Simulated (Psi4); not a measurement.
Psi4 input (wB97X-D/6-31G*):

```
memory 1500 MB

molecule {
-1 1
C    -0.13704600   -0.51533600   -0.94136400
C    -1.25989800   -0.60727400    0.06419800
Cl   -2.05367700    1.18681700    0.04823000
C     1.09985500    0.21190700   -0.43394700
Cl    2.14301400   -0.80070700    0.68655900
H     0.14458900   -1.54118400   -1.21526200
H    -0.38720500    0.00380300   -1.89413200
H    -2.08262900   -1.14643400   -0.42627600
H     1.77630400    0.50116700   -1.23813400
H     0.81275800    1.08300200    0.14907100
symmetry c1
no_reorient
no_com
}

set {
  basis 6-31G*
  reference rks
  scf_type pk
  dft_radial_points 99
  dft_spherical_points 590
  e_convergence 1e-8
  d_convergence 1e-7
  maxiter 150
}

e = energy('wb97x-d')
print_out(f'\nFINAL {e:.10f} DIPOLE {variable("CURRENT DIPOLE")[0]:.6f} {variable("CURRENT DIPOLE")[1]:.6f} {variable("CURRENT DIPOLE")[2]:.6f}\n')
```

Output:

```
   => Loading Basis Set <=

    Name: 6-31G*
    Role: ORBITAL
    Keyword: BASIS
    atoms 1-2, 4 entry C          line   111 file 6-31gs.gbs
    atoms 3, 5   entry CL         line   340 file 6-31gs.gbs
    atoms 6-10   entry H          line    44 file 6-31gs.gbs

   => WB97X-D: Empirical Dispersion <=

    Chai and Head-Gordon Dispersion Correction
    Chai, J.-D.; Head-Gordon, M. (2010), J. Chem. Phys., 132: 6615-6620

        s6 =       1.000000

         ---------------------------------------------------------
                                   SCF
               by Justin Turney, Rob Parrish, Andy Simmonett
                          and Daniel G. A. Smith
                              RKS Reference
         ---------------------------------------------------------

  ==> Geometry <==

    Molecular point group: c1
    Full point group: C1

    Geometry (in Angstrom), charge = -1, multiplicity = 1:

       Center              X                  Y                   Z               Mass
    ------------   -----------------  -----------------  -----------------  -----------------
         C           -0.137046000000    -0.515336000000    -0.941364000000    12.000000000000
         C           -1.259898000000    -0.607274000000     0.064198000000    12.000000000000
         CL          -2.053677000000     1.186817000000     0.048230000000    34.968852682000
         C            1.099855000000     0.211907000000    -0.433947000000    12.000000000000
         CL           2.143014000000    -0.800707000000     0.686559000000    34.968852682000
         H            0.144589000000    -1.541184000000    -1.215262000000     1.007825032230
         H           -0.387205000000     0.003803000000    -1.894132000000     1.007825032230
         H           -2.082629000000    -1.146434000000    -0.426276000000     1.007825032230
         H            1.776304000000     0.501167000000    -1.238134000000     1.007825032230
         H            0.812758000000     1.083002000000     0.149071000000     1.007825032230

  Running in c1 symmetry.

  Rotational constants: A =      0.26219  B =      0.03886  C =      0.03788 [cm^-1]
  Rotational constants: A =   7860.31499  B =   1164.88246  C =   1135.53476 [MHz]
  Nuclear repulsion =  252.629906474755217

  Charge       = -1
  Multiplicity = 1
  Electrons    = 58
  Nalpha       = 29
  Nbeta        = 29

  ==> Algorithm <==

  SCF Algorithm Type is PK.
  DIIS enabled.
  MOM disabled.
  Fractional occupation disabled.
  Guess Type is SAD.
  Energy threshold   = 1.00e-08
  Density threshold  = 1.00e-07
  Integral threshold = 1.00e-12

  ==> Primary Basis <==

  Basis Set: 6-31G*
    Blend: 6-31G*
    Number of shells: 44
    Number of basis functions: 93
    Number of Cartesian functions: 93
    Spherical Harmonics?: false
    Max angular momentum: 2

  ==> DFT Potential <==

   => LibXC <=

    Version 7.1.2
    S. Lehtola, C. Steigemann, M. J. T. Oliveira, and M. A. L. Marques,  SoftwareX 7, 1–5 (2018) (10.1016/j.softx.2017.11.002)

   => Composite Functional: WB97X-D <=

    wB97X-D Hyb-GGA Exchange-Correlation Functional

    J.-D. Chai and M. Head-Gordon,  Phys. Chem. Chem. Phys. 10, 6615–6620 (2008) (10.1039/B810189B)

    Deriv               =              1
    GGA                 =           TRUE
    Meta                =          FALSE

    Exchange Hybrid     =           TRUE
    MP2 Hybrid          =          FALSE

   => Exchange-Correlation Functionals <=

    1.0000   wB97X-D range-separated functional

   => Exact (HF) Exchange <=

    0.7780            HF,LR [omega = 0.2000]
    0.2220               HF

   => LibXC Density Thresholds  <==

    XC_HYB_GGA_XC_WB97X_D:  1.00E-14

   => Molecular Quadrature <=

    Radial Scheme          =       TREUTLER
    Pruning Scheme         =           NONE
    Nuclear Scheme         =       TREUTLER

    Blocking Scheme        =         OCTREE
    BS radius alpha        =              1
    Pruning alpha          =              1
    Radial Points          =             99
    Spherical Points       =            590
    Total Points           =         541175
    Total Blocks           =           3863
    Max Points             =            256
    Max Functions          =             87
    Weights Tolerance      =       1.00E-15

  ==> Integral Setup <==

  Using in-core PK algorithm.
   Calculation information:
      Number of atoms:                  10
      Number of AO shells:              44
      Number of primitives:            119
      Number of atomic orbitals:        93
      Number of basis functions:        93

      Integral cutoff                 1.00e-12
      Number of threads:                 1

  Performing in-core PK
  Using 28665018 doubles for integral storage.
  We computed 425607 shell quartets total.
  Whereas there are 490545 unique shell quartets.

  Computing range-separated integrals for PK
  We computed 425607 wK shell quartets total.
  Whereas there are 490545 wK unique shell quartets.

  ==> DiskJK: Disk-Based J/K Matrices <==

    J tasked:                  Yes
    K tasked:                  Yes
    wK tasked:                 Yes
    Omega:               2.000E-01
    Schwarz Cutoff:          1E-12


  Cached 33.3% of DFT collocation blocks in 0.379 [GiB].

  Minimum eigenvalue in the overlap matrix is 5.8166776308E-03.
  Reciprocal condition number of the overlap matrix is 8.5068691852E-04.
    Using symmetric orthogonalization.

  ==> Pre-Iterations <==

  SCF Guess: Superposition of Atomic Densities via on-the-fly atomic UHF (no occupation information).

   -------------------------
    Irrep   Nso     Nmo
   -------------------------
     A         93      93
   -------------------------
    Total      93      93
   -------------------------

  ==> Iterations <==

                        Total Energy        Delta E     RMS |[F,P]|

   @RKS iter SAD: -1036.82660106122967   -1.03683e+03   0.00000e+00
   @RKS iter   1: -1037.42548759532838   -5.98887e-01   5.90919e-03 DIIS/ADIIS
   @RKS iter   2: -1037.50959923700157   -8.41116e-02   4.66321e-03 DIIS/ADIIS
   @RKS iter   3: -1037.60617263185122   -9.65734e-02   5.47138e-04 DIIS/ADIIS
   @RKS iter   4: -1037.60758314163877   -1.41051e-03   1.62885e-04 DIIS/ADIIS
   @RKS iter   5: -1037.60773194304033   -1.48801e-04   3.81476e-05 DIIS
   @RKS iter   6: -1037.60774223375188   -1.02907e-05   1.17607e-05 DIIS
   @RKS iter   7: -1037.60774364945132   -1.41570e-06   4.60712e-06 DIIS
   @RKS iter   8: -1037.60774398536887   -3.35918e-07   1.91935e-06 DIIS
   @RKS iter   9: -1037.60774408479892   -9.94301e-08   7.23275e-07 DIIS
   @RKS iter  10: -1037.60774409621172   -1.14128e-08   2.84908e-07 DIIS
   @RKS iter  11: -1037.60774409714531   -9.33596e-10   7.15324e-08 DIIS
  Energy and wave function converged.

  ==> Post-Iterations <==

   Electrons on quadrature grid:
      Ntotal   =   58.0000001518 ; deviation = 1.518e-07

    Orbital Energies [Eh]
    ---------------------

    Doubly Occupied:

       1A   -101.547685     2A   -101.474051     3A    -10.194486
       4A    -10.127400     5A    -10.079477     6A     -9.418931
       7A     -9.343934     8A     -7.166930     9A     -7.158377
      10A     -7.158096    11A     -7.090228    12A     -7.084586
      13A     -7.084147    14A     -0.791546    15A     -0.704866
      16A     -0.660060    17A     -0.567573    18A     -0.458831
      19A     -0.390459    20A     -0.370380    21A     -0.319336
      22A     -0.288778    23A     -0.259842    24A     -0.227092
      25A     -0.220285    26A     -0.215308    27A     -0.177340
      28A     -0.162540    29A     -0.033403

    Virtual:

      30A      0.255043    31A      0.307021    32A      0.337182
      33A      0.376078    34A      0.396490    35A      0.420651
      36A      0.441511    37A      0.461957    38A      0.521255
      39A      0.627473    40A      0.670257    41A      0.686070
      42A      0.694726    43A      0.702734    44A      0.752570
      45A      0.755095    46A      0.760302    47A      0.780702
      48A      0.815859    49A      0.861569    50A      0.867050
      51A      0.914659    52A      0.955144    53A      0.974391
      54A      0.992316    55A      1.034491    56A      1.091464
      57A      1.120444    58A      1.124805    59A      1.142712
      60A      1.152251    61A      1.173600    62A      1.185868
      63A      1.201854    64A      1.212474    65A      1.219586
      66A      1.239518    67A      1.273210    68A      1.292557
      69A      1.329990    70A      1.392435    71A      1.478282
      72A      1.679608    73A      1.731245    74A      1.802923
      75A      1.885463    76A      2.012031    77A      2.094190
      78A      2.173056    79A      2.221316    80A      2.265194
      81A      2.356815    82A      2.392490    83A      2.495096
      84A      2.539131    85A      2.605957    86A      2.679303
      87A      2.854615    88A      2.970169    89A      4.353695
      90A      4.484856    91A      4.561759    92A      4.598052
      93A      4.740374

    Final Occupation by Irrep:
              A
    DOCC [    29 ]
    NA   [    29 ]
    NB   [    29 ]

  @RKS Final Energy: -1037.60774409714531

   => Energetics <=

    Nuclear Repulsion Energy =            252.6299064747552165
    One-Electron Energy =               -1942.0842889464638574
    Two-Electron Energy =                 705.6064459259620207
    DFT Exchange-Correlation Energy =     -53.7559156693661038
    Empirical Dispersion Energy =          -0.0038918820324707
    VV10 Nonlocal Energy =                  0.0000000000000000
    Total Energy =                      -1037.6077440971453143

Computation Completed

Properties will be evaluated at   0.000000,   0.000000,   0.000000 [a0]

Properties computed using the SCF density matrix

 Multipole Moments:

 ------------------------------------------------------------------------------------
     Multipole            Electronic (a.u.)      Nuclear  (a.u.)        Total (a.u.)
 ------------------------------------------------------------------------------------

 L = 1.  Multiply by 2.5417464519 to convert [e a0] to [Debye]
 Dipole X            :          1.6545222            0.0000227            1.6545448
 Dipole Y            :          0.0537209            0.0000113            0.0537322
 Dipole Z            :         -0.9874414            0.0000038           -0.9874376
 Magnitude           :                                                    1.9275473

 ------------------------------------------------------------------------------------

FINAL -1037.6077440971 DIPOLE 1.654545 0.053732 -0.987438

*** Psi4 exiting successfully. Buy a developer a beer!
```

The dipole moment of an ion depends on the origin.

The geometry given is a B3LYP-D3(BJ)/def2-TZVP minimum.
